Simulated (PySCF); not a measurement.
Job file and geometry (Å, from GFN2-xTB) of an NMR shielding run on SMILES CC(C)(CN)CS[SiH3], C₅H₁₅NSSi, GIAO PBE0/pcSseg-1 NMR shielding, non-relativistic, gas phase (PySCF 2.14.0, density-fitted response routines); density fitting, a coarse starting grid and PySCF grid level 2 are the driver's defaults:

```
$ OMP_NUM_THREADS=1 python probes_run.py task.json out

{"job": {"kind": "nmr", "xc": "PBE0", "basis": "pcSseg-1"}, "charge": 0, "multiplicity": 1}
C     -1.675619    -1.030215     0.598180
C     -0.683450    -0.112720    -0.120855
C     -0.892290    -0.213793    -1.632470
C     -0.881157     1.333837     0.367482
N     -2.247499     1.789109     0.159840
C      0.732316    -0.569043     0.236680
S      2.037888     0.450467    -0.553043
Si     3.762134    -0.589856     0.159907
H     -1.478269    -1.046649     1.667481
H     -2.682319    -0.654231     0.443096
H     -1.607581    -2.045416     0.214066
H     -0.669730    -1.222531    -1.974296
H     -0.233253     0.477140    -2.153281
H     -1.923368     0.011652    -1.890527
H     -0.130646     1.970996    -0.127156
H     -0.689822     1.366155     1.444492
H     -2.378798     2.691800     0.602460
H     -2.427468     1.909689    -0.831088
H      0.886161    -1.598223    -0.089163
H      0.887943    -0.507723     1.314438
H      3.749542    -0.545877     1.619105
H      4.870416     0.137014    -0.427155
H      3.670114    -1.974597    -0.292831
```

Question: Write the output of this run.

Answer: 
```
coarse grid: 19040 points
cycle   1  E = -941.2692040017  dE =  5.967e-01  |g| = 4.808e-01  |ddm| = 4.148e+00
cycle   2  E = -941.2537984219  dE =  1.541e-02  |g| = 5.573e-01  |ddm| = 1.088e+00
cycle   3  E = -941.3297466570  dE = -7.595e-02  |g| = 5.319e-02  |ddm| = 6.122e-01
cycle   4  E = -941.3302644493  dE = -5.178e-04  |g| = 2.437e-02  |ddm| = 8.267e-02
cycle   5  E = -941.3303978753  dE = -1.334e-04  |g| = 5.353e-03  |ddm| = 2.720e-02
cycle   6  E = -941.3304035885  dE = -5.713e-06  |g| = 1.828e-03  |ddm| = 6.620e-03
final grid: 171288 points
cycle   7  E = -941.3793189057  dE = -7.305e-05  |g| = 1.005e-02  |ddm| = 5.157e-02
cycle   8  E = -941.3793056847  dE =  1.322e-05  |g| = 1.247e-02  |ddm| = 2.112e-02
cycle   9  E = -941.3793431306  dE = -3.745e-05  |g| = 8.797e-04  |ddm| = 1.275e-02
cycle  10  E = -941.3793433013  dE = -1.707e-07  |g| = 3.127e-04  |ddm| = 1.421e-03
cycle  11  E = -941.3793433239  dE = -2.258e-08  |g| = 8.091e-05  |ddm| = 3.285e-04
cycle  12  E = -941.3793433252  dE = -1.368e-09  |g| = 2.938e-05  |ddm| = 1.131e-04
cycle  13  E = -941.3793433254  dE = -1.965e-10  |g| = 4.876e-06  |ddm| = 3.265e-05
converged SCF energy = -941.3793433254

GIAO shielding tensors (ppm)
atom      isotropic    diamagn.    paramagn.     s11        s22        s33       span
  0 C      159.225     247.471     -88.246    137.740    151.769    188.167     50.426
  1 C      148.813     244.548     -95.735    141.726    147.638    157.075     15.349
  2 C      163.320     248.671     -85.351    145.355    159.073    185.531     40.176
  3 C      131.944     247.818    -115.874    118.792    132.966    144.074     25.282
  4 N      237.457     312.341     -74.885    202.304    246.875    263.192     60.888
  5 C      137.740     254.286    -116.546    109.907    137.642    165.670     55.763
  6 S      719.262    1059.990    -340.728    615.200    635.055    907.531    292.331
  7 Si     403.063     880.321    -477.259    355.892    391.370    461.926    106.033
  8 H       31.150      31.602      -0.453     27.067     28.297     38.085     11.018
  9 H       29.126      30.831      -1.706     23.849     28.784     34.744     10.895
 10 H       31.125      31.698      -0.573     27.219     28.934     37.223     10.004
 11 H       31.069      32.011      -0.941     27.480     28.310     37.418      9.937
 12 H       30.215      31.915      -1.700     24.980     30.280     35.385     10.405
 13 H       30.654      32.389      -1.735     26.091     29.414     36.458     10.367
 14 H       28.055      33.002      -4.946     20.636     29.812     33.719     13.083
 15 H       29.524      32.999      -3.475     24.540     30.700     33.332      8.791
 16 H       30.947      29.298       1.648     22.956     27.511     42.373     19.417
 17 H       31.549      31.794      -0.245     23.067     31.416     40.163     17.096
 18 H       29.365      35.556      -6.191     23.146     31.012     33.937     10.791
 19 H       29.397      35.452      -6.056     23.375     30.927     33.888     10.514
 20 H       27.181      29.339      -2.158     22.917     25.437     33.189     10.273
 21 H       27.171      28.741      -1.570     23.333     24.547     33.631     10.298
 22 H       27.198      29.312      -2.114     22.976     25.492     33.125     10.149
```

Question: Turn these shieldings into chemical shifts. Scale: TMS for 13C (σ = 186.93 ppm) and 29Si (σ = 349.16 ppm) and 1H (σ = 31.72 ppm); NH3 for 15N (σ = 267.73 ppm); 33S (σ = 503.73 ppm) against CS2 (reference shieldings calculated alike).

Answer: Averaging equivalent atoms: C 3: 55.0; C 5: 49.2; C 1: 38.1; C 0/2: 25.7; N 4: 30.3; S 6: -216; Si 7: -53.9; H 20/21/22: 4.53; H 14/15: 2.93; H 18/19: 2.34; H 8/9/10/11/12/13: 1.16; H 16/17: 0.47 ppm. Experimental scales use liquid or dissolved standards, which lie at an offset from isolated NH3 (liquid NH3: subtract about 20 ppm).

Size and cost of the density-fitted run: 225 basis functions, 82 s wall time on 1 thread of an Arm Neoverse N1, shared host; peak memory 1 GiB.
